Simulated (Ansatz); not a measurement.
One geometry of NiN₂Cl₂H₆⁻, that is trans-NiCl2(NH3)2 with one electron more, several levels of theory.

```yaml
crystal:
  periodic: [false, false, false]
  atoms:
    - {symbol: Ni, position_ang: [0.000296, 0.000007, -0.000259]}
    - {symbol: Cl, position_ang: [2.420948, 0.000060, 0.036218]}
    - {symbol: N, position_ang: [-0.006787, 1.997248, -0.008981]}
    - {symbol: H, position_ang: [0.039863, 2.342174, 0.958485]}
    - {symbol: H, position_ang: [-0.879984, 2.342183, -0.428548]}
    - {symbol: H, position_ang: [0.812888, 2.361442, -0.511151]}
    - {symbol: Cl, position_ang: [-2.419753, 0.000434, -0.040988]}
    - {symbol: N, position_ang: [0.007658, -1.997287, 0.009183]}
    - {symbol: H, position_ang: [-0.133188, -2.344629, -0.948196]}
    - {symbol: H, position_ang: [-0.759298, -2.363305, 0.587393]}
    - {symbol: H, position_ang: [0.917354, -2.338317, 0.346860]}
basis:
  gaussian: {orbitals: def2-TZVPD, initial_orbitals: start.molden}
total_charge: -1
magnetization: {spin_polarized: true, initial_magnetization: 1}
hamiltonian: {xc: pbe0, dispersion: d4}
scf: {omitted_lower_state_checks: [starts]}
output: {orbitals: {seedname: orbitals}}
```

The file start.molden holds the orbitals of an earlier run on this structure, at another level or in another basis.

```sh
$ ansatz run in.yaml --threads 4 --pin off --events-out ev --progress --plain --max-ram 8704MiB
```

It prints (some lines left out):

```
Functional definition: PBE0
1849 factors; their error is unknown
mean field evaluation 1: about -69153.2345 eV, gradient 1.3e2 eV
mean field evaluation 2: about -69156.5660 eV, gradient 4.4e0 eV
mean field evaluation 4: about -69156.7602 eV, gradient 2.7e-2 eV
mean field evaluation 8: about -69156.8974 eV, gradient 8.8e-6 eV
mean field -69156.89743140 eV, -2541.4691043753 hartree, gradient 8.8e-6 eV, S^2 0.765498; 0 other end points of the search recorded, 0 dependent functions left out
reference -69156.89748003 eV, -2541.4691061622 hartree; 42, 41 occupied and 226, 227 virtual orbitals, 1849 factors
Total energy: -69157.15173880 eV, -2541.4784499999 hartree
Checks for a lower state left out: starts
```

Hardware: 4 threads of Intel Xeon Platinum 8259CL on a shared host. Wall time 17 s, peak host memory 1.3 GiB.

As the first input, with `hamiltonian: {xc: pbe, dispersion: d4}` (abridged; 6 s):

```
Functional definition: PBE
mean field -69155.01259395 eV, -2541.3998378766 hartree, gradient 2.1e-5 eV, S^2 0.764074
Total energy: -69155.30919037 eV, -2541.4107375941 hartree
Checks for a lower state left out: starts
```

Geometry: PBE-D4/def2-SVPD.

At PBE-D4/def2-TZVPD the highest occupied level of the relaxed charge -1 doublet lies above zero (up to 1.20 eV). It is a level of β spin, whose loss leaves a triplet; that state wasn't run at this geometry and level. The electron is either unbound and held by the finite basis, or the level is raised by self-interaction error. No other spin state of charge -1 was run. The name describes the singlet; other states may take another shape.
